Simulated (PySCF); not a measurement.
H$_{3}$Ga (SMILES [GaH3]), singlet, at a GFN2-xTB geometry (such geometries of metal compounds can be far from the true shape). Base run: PBE0/6-31G* (PySCF).

PySCF was given this input:
```python
from pyscf import gto, scf, dft, solvent

mol = gto.M(
    atom='''
Ga    0.000000   -0.000000    0.000000
H     0.646902   -0.418078    1.364148
H    -0.337087    1.504294   -0.278643
H    -0.309814   -1.086216   -1.085505
''',
    basis='6-31g*',
    charge=0,
    spin=0,
    verbose=3,
)

mf = dft.RKS(mol)
mf.xc = 'pbe0'
mf.kernel()
mf.analyze()
```

The base run was repeated with changes; each row names its change, and settings that it needs were set with it.

| change | ΔE vs base (kcal/mol) | HOMO-LUMO gap (eV) |
|---|---|---|
| base | 0.000 | 6.80 |
| model = IEF-PCM; solvent = chloroform | -1.35 | 7.01 |
| model = IEF-PCM; solvent = methanol; vdw_scale = 1.1 | ___ | ___ |
| model = IEF-PCM; solvent = methanol; vdw_scale = 1.4 | ___ | ___ |
| model = COSMO; solvent = methanol | -1.87 | 7.10 |
| model = IEF-PCM; solvent = methanol; r_probe = 0.5 | ___ | ___ |
| model = IEF-PCM; solvent = n-hexane | -0.67 | 6.91 |
| model = ddCOSMO; solvent = methanol | -1.52 | 7.04 |
| model = IEF-PCM; solvent = dimethylsulfoxide | -1.90 | 7.10 |
| model = IEF-PCM; solvent = methanol | -1.87 | 7.10 |
| model = IEF-PCM; solvent = methanol; vdw_scale = 1.0 | -4.16 | 7.29 |
| model = SS(V)PE; solvent = methanol | -1.86 | 7.10 |

### Question
Some entries are withheld; supply them.

### Answer

- model = IEF-PCM; solvent = methanol; vdw_scale = 1.1, ΔE vs base (kcal/mol): -2.69
- model = IEF-PCM; solvent = methanol; vdw_scale = 1.1, HOMO-LUMO gap (eV): 7.18
- model = IEF-PCM; solvent = methanol; vdw_scale = 1.4, ΔE vs base (kcal/mol): -0.99
- model = IEF-PCM; solvent = methanol; vdw_scale = 1.4, HOMO-LUMO gap (eV): 6.98
- model = IEF-PCM; solvent = methanol; r_probe = 0.5, ΔE vs base (kcal/mol): -0.79
- model = IEF-PCM; solvent = methanol; r_probe = 0.5, HOMO-LUMO gap (eV): 6.94

The base is the gas phase, so ΔE is the electrostatic part of solvation at a fixed geometry, without cavity and dispersion terms.
